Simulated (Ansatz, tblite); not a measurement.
Cost and result up the ladder for SnCl₂ (3 atoms). Charge 0, multiplicity 1. Geometry: r2SCAN-D4/def2-TZVP.

```xyz
3

Sn    0.886    0.525    0.081
Cl   -0.383   -0.633    1.710
Cl   -0.502    0.108   -1.791
```

Ansatz on 4 threads of Arm Neoverse V2 on a shared host; xTB runs through tblite on one thread. Times are rough, summed over both states, and most runs start from the orbitals of an earlier one. CCSD(T)/def2-TZVPP serves as the yardstick here, not as an exact answer. The other state is a triplet at its own geometry.

In the def2 sets Sn takes a core potential; there is no spin–orbit coupling. The xTB rows come from tblite. Correlated methods freeze 14 core orbitals; core or outer-core shells of Sn are correlated, in sets that lack core-valence functions. The structure comes from a short search, and lower isomers may exist.

Correlated methods converge slowly with the basis.

xTB has no spin-polarisation term.

```tsv
level	functions	wall time
GFN1-xTB	27	0.005 s
GFN2-xTB	27	0.005 s
MP2/def2-TZVP	124	1.8 s
revPBE-D4/def2-TZVP	124	1.8 s
PBE-D4/def2-TZVP	124	1.9 s
BLYP-D4/def2-TZVP	124	2.1 s
RPA@PBE/def2-TZVP	124	3.5 s
PBE0-D4/def2-TZVP	124	3.7 s
PBE-QIDH/def2-TZVP	124	4.3 s
r2SCAN-D4/def2-TZVP	124	4.9 s
r2SCANh-D4/def2-TZVP (with forces)	124	5.9 s
ωB97X-V/def2-TZVP	124	6.4 s
CCSD(T)/def2-TZVPP	134	12 s
```

Problem. Estimate what each level gives for the triplet − singlet (eV).

Solution. 
```json
{"level": "GFN1-xTB", "triplet − singlet (eV)": "4.54", "difference from CCSD(T)/def2-TZVPP (eV)": "1.77"}
{"level": "GFN2-xTB", "triplet − singlet (eV)": "4.45", "difference from CCSD(T)/def2-TZVPP (eV)": "1.68"}
{"level": "MP2/def2-TZVP", "triplet − singlet (eV)": "2.92", "difference from CCSD(T)/def2-TZVPP (eV)": "0.15"}
{"level": "revPBE-D4/def2-TZVP", "triplet − singlet (eV)": "2.75", "difference from CCSD(T)/def2-TZVPP (eV)": "-0.02"}
{"level": "PBE-D4/def2-TZVP", "triplet − singlet (eV)": "2.79", "difference from CCSD(T)/def2-TZVPP (eV)": "0.01"}
{"level": "BLYP-D4/def2-TZVP", "triplet − singlet (eV)": "2.91", "difference from CCSD(T)/def2-TZVPP (eV)": "0.13"}
{"level": "RPA@PBE/def2-TZVP", "triplet − singlet (eV)": "2.74", "difference from CCSD(T)/def2-TZVPP (eV)": "-0.04"}
{"level": "PBE0-D4/def2-TZVP", "triplet − singlet (eV)": "2.72", "difference from CCSD(T)/def2-TZVPP (eV)": "-0.06"}
{"level": "PBE-QIDH/def2-TZVP", "triplet − singlet (eV)": "2.73", "difference from CCSD(T)/def2-TZVPP (eV)": "-0.05"}
{"level": "r2SCAN-D4/def2-TZVP", "triplet − singlet (eV)": "2.67", "difference from CCSD(T)/def2-TZVPP (eV)": "-0.11"}
{"level": "r2SCANh-D4/def2-TZVP (with forces)", "triplet − singlet (eV)": "2.64", "difference from CCSD(T)/def2-TZVPP (eV)": "-0.13"}
{"level": "ωB97X-V/def2-TZVP", "triplet − singlet (eV)": "2.88", "difference from CCSD(T)/def2-TZVPP (eV)": "0.11"}
{"level": "CCSD(T)/def2-TZVPP", "triplet − singlet (eV)": "2.77", "difference from CCSD(T)/def2-TZVPP (eV)": "0.00"}
```
